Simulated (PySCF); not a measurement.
**Excitation energy of Ga²⁺ by level of theory**

Ga²⁺ [Ar] 3d10 4s1 (2S) → Ga²⁺ [Ar] 3d10 4d1 (2D), as a difference of total energies. All numbers are calculated (PySCF 2.14, the spin-free X2C one-electron Hamiltonian (Gaussian nucleus), in x2c-TZVPPall with one added diffuse shell each of s, p, d type (7s6p5d1f, 57 functions)). Correlated levels: valence and next inner shell: [Ne] frozen. The calculations carry no spin-orbit coupling.

| method | excitation energy (eV) |
| --- | --- |
| UHF | 17.005 |
| MP2 (valence and next inner shell) | 17.485 |
| SCS-MP2 (valence and next inner shell) | 17.392 |
| CCSD (valence and next inner shell) | 17.390 |
| CCSD(T) (valence and next inner shell) | 17.385 |

Problem. How much does correlation contribute at CCSD(T) (valence and next inner shell)?

Solution. 17.385 − (17.005) = 0.380 eV, measured against UHF.

A first-order spin-orbit estimate (lowest level to lowest level, LS coupling) adds -0.007 eV.

The promoted electron is Rydberg-like, and one or two diffuse shells describe it only roughly, which tends to raise the upper state.
